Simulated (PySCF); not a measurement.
C4H12Ta, SMILES [CH3][Ta]([CH3])([CH3])[CH3] (connectivity only; charge and spin as stated), neutral, multiplicity 2.

Geometry: B3LYP-D3(BJ)/def2-SVP. A frequency run showed that this geometry is not a minimum. The spin state was assumed, not searched. The def2 effective core potentials stand for the cores of Ta; spin–orbit coupling is left out.

Level of theory: TDA-LC-ωPBE/def2-SVPD run with PySCF.

Vertical excitations; the highest root listed may be one member of a degenerate set. The molecule is in vacuum.

Computed UV-visible absorptions:
```tsv
state	energy (eV)	λ (nm)	f	main pairs
root 1	0.40	3075	0.000	α HOMO→LUMO 97 %
root 2	1.98	626	0.000	α HOMO→LUMO+4 88 %
root 3	2.33	532	0.011	α HOMO→LUMO+2 (degenerate set)
root 4	2.33	532	0.011	α HOMO→LUMO+3 (degenerate set)
root 5	4.51	275	0.000	α HOMO→LUMO+1 93 %
root 6	4.59	270	0.000	α HOMO−2→LUMO 78 %, β HOMO−1→LUMO 14 %
```
Unrestricted roots are not spin-pure.
